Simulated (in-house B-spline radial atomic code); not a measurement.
Results of a calculation; reference values are marked as such.
**Ta in an electron gas of r_s = 1.8: phase shifts, screening and friction**

A nucleus sits in a uniform electron gas with a rigid positive background. The Kohn-Sham equations are solved self-consistently in the spin-unpolarised LDA (PW92), non-relativistic, on B-splines with outgoing waves at the boundary and partial waves to l = 8. The model has no lattice, no bands and no magnetic solution. Atomic units; δ_l are the phase shifts at the Fermi level, counted so that each bound state adds π, and good to about 0.0005. Heavy atoms are models without relativity.

The density parameter is r_s = 1.8 bohr.

```json
{"l": "0", "δ_l (rad)": "14.5833"}
{"l": "1", "δ_l (rad)": "12.0697"}
{"l": "2", "δ_l (rad)": "8.1650"}
{"l": "3", "δ_l (rad)": "3.2491"}
{"l": "4", "δ_l (rad)": "0.0243"}
{"l": "5", "δ_l (rad)": "0.0052"}
{"l": "6", "δ_l (rad)": "0.0010"}
{"l": "7", "δ_l (rad)": "0.0000"}
{"l": "8", "δ_l (rad)": "-0.0002"}
```

Bound levels below the band bottom (hartree): p -12.95, d -7.495, s -1.494, p -0.6733, f -0.4331 and deeper ones.

(1) Check the Friedel sum rule, and say where the screening charge sits.

(2) Find the transport cross section and the electronic stopping of a 5 keV Ta ion (mass 180.95 u).

## Answers

(1) k_F = (9π/4)^(1/3)/r_s = 1.06620. The rule is Z = (2/π) Σ (2l + 1) δ_l. The terms are s 9.284, p 23.051, d 25.990, f 14.479 and 0.182 beyond, in all 72.986 against Z = 73. Bound states hold 10 s, 24 p, 20 d and 14 f electrons, so the scattering states carry 4.99 in all; where a term is smaller than its bound count, the bound level has drawn weight out of the band.

(2) σ_tr = (4π/k_F²) Σ (l + 1) sin²(δ_l − δ_(l+1)). The terms for l = 0 to 3 are 0.3452, 0.9554, 2.8775, 0.0276, all together 4.2076, so σ_tr = 11.054 × 4.2076 = 46.513 bohr². With n = 3/(4π r_s³) = 0.04093, the friction coefficient is Q = n k_F σ_tr = 2.0300. For v well below v_F = 1.066, dE/dx = Q v; with 24801 eV per u at v = 1, v = √(5000/(24801 × 180.95)) = 0.0334, so dE/dx = 0.06776 hartree/bohr = 34.8 eV/nm. The largest term couples the d and f waves.
